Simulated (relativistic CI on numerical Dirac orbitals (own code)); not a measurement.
Sensitivity of the levels of Zn+ to α and to the nuclear radius

Calculated at this level of theory: Dirac-Coulomb-Breit CI, KLI orbitals optimised for each configuration, valence Slater integrals scaled by 0.85, P86 correlation energy added to each configuration, derivatives by finite differences, QED left out (own radial code, finite nucleus).

CI space (outside the closed core [Ar]): 3d¹⁰4s, 3d¹⁰4p, 3d⁹4s², 3d¹⁰5s, 3d¹⁰4d, 3d¹⁰5p, 3d¹⁰4f, 3d⁹4s4p. Levels of other configurations are missing.

With x = (α/α₀)² − 1 an excitation energy changes as ω = ω₀ + qx; K = 2q/ω₀ is the relative enhancement. Terms are leading LS components, so labels can repeat. The field-shift factor is F = δν/δ⟨r²⟩ for the transition from the lowest level.

Lowest level 3d¹⁰4s ²S1/2.

| Level | ω₀ (cm⁻¹) | q (cm⁻¹) | K | F (GHz/fm²) |
| --- | --- | --- | --- | --- |
| 3d¹⁰4p ²P°1/2 | 45285.9 | 1407 | 0.0621 | -1.34 |
| 3d¹⁰4p ²P°3/2 | 45991.2 | 2138 | 0.093 | -1.34 |
| 3d⁹4s² ²D5/2 | 58067.4 | -6817 | -0.235 | 2.64 |
| 3d⁹4s² ²D3/2 | 60704.3 | -4225 | -0.139 | 2.66 |
| 3d¹⁰5s ²S1/2 | 82693.7 | 1913 | 0.0463 | -0.952 |
| 3d¹⁰4d ²D3/2 | 89965.2 | 2459 | 0.0547 | -1.29 |
| 3d¹⁰4d ²D5/2 | 90004.7 | 2500 | 0.0555 | -1.29 |
| 3d⁹4s4p ⁴P°5/2 | 91416.7 | -5080 | -0.111 | 1.07 |
| 3d⁹4s4p ⁴P°3/2 | 92960.5 | -3697 | -0.0795 | 1.07 |
| 3d⁹4s4p ⁴F°9/2 | 93897.6 | -4462 | -0.095 | 1.07 |
| 3d⁹4s4p ⁴F°7/2 | 94050.8 | -4706 | -0.1 | 1.07 |
| 3d⁹4s4p ⁴P°1/2 | 94119.5 | -2417 | -0.0514 | 1.06 |
| 3d⁹4s4p ⁴F°5/2 | 94512.0 | -4452 | -0.0942 | 1.07 |

For a near-neutral ion this model can misplace configurations by up to about 10,000 cm⁻¹ (more where the count of f electrons changes) and terms by 10 to 25 % of their spread. Rates follow the energies as ν³ (E1, M1) or ν⁵ (E2), so they and the lifetimes can be off by large factors. The fine structure of a lone outer electron comes out too small, for d and f at times inverted, and misplaced configurations move strength between like terms.
